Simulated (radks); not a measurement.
Results of a calculation; reference values are marked as such.
Removal energies from the bromine ion Br9+, [Ar] 3d(3/2: 4, 5/2: 4), by Delta-SCF beside the eigenvalue of the level emptied. Level of theory: Dirac Kohn-Sham, relativistic LDA (MacDonald-Vosko exchange, VWN5 correlation), spin-unpolarised, spherical densities, finite nucleus; Fermi nuclear charge, rms radius of each element as measured or else 0.836 A^(1/3) + 0.57 fm (a radial shooting solver on a logarithmic mesh with Libxc functionals). Sub-shells are occupied by j as written (lower j first in brackets).

removed from                             final configuration  Delta-SCF (eV)  -eigenvalue (eV)
3d5/2                                [Ar] 3d(3/2: 4, 5/2: 3)          265.77            246.76
3d3/2                                [Ar] 3d(3/2: 3, 5/2: 4)          267.10            248.02
3p3/2         [Ne] 3s2 3p(1/2: 2, 3/2: 3) 3d(3/2: 4, 5/2: 4)          370.04            351.31
3p1/2         [Ne] 3s2 3p(1/2: 1, 3/2: 4) 3d(3/2: 4, 5/2: 4)          377.58            358.62
